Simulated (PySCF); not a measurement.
TlI, SMILES [I][Tl].

Coordinates come from a B3LYP-D3(BJ)/def2-TZVP optimisation. The def2 effective core potentials stand for the cores of I, Tl; spin–orbit coupling is left out.

Two levels are set side by side: PBE/def2-TZVPD (PySCF) and M06-2X/def2-TZVPD (PySCF). Same geometry, gas phase. Differences are taken from unrounded values.

| quantity | PBE |
|---|---|
| orbital gap (eV) | 3.26 |
| highest occupied level (eV) | -5.87 |
| lowest empty level (eV) | -2.61 |
| dipole moment (D) | 4.44 |
| mean polarisability (bohr³) | 85.9 |

These are the PBE values. What does M06-2X give? (An estimate is asked for; the answer gives what the named calculation found.)


```csv
quantity,M06-2X,PBE minus M06-2X
orbital gap (eV),6.42,-3.17
highest occupied level (eV),-7.78,1.91
lowest empty level (eV),-1.35,-1.26
dipole moment (D),5.30,-0.86
mean polarisability (bohr³),80.4,5.6
```

Without exact exchange PBE keeps part of each electron's self-repulsion, which lifts occupied levels and narrows the gap. Loosely held outer electrons make PBE densities more polarisable. Differences between two approximate levels are no errors against the true value.

Rough cost on one machine, each run with all the roots and properties that it gave: M06-2X against PBE about 2 times.
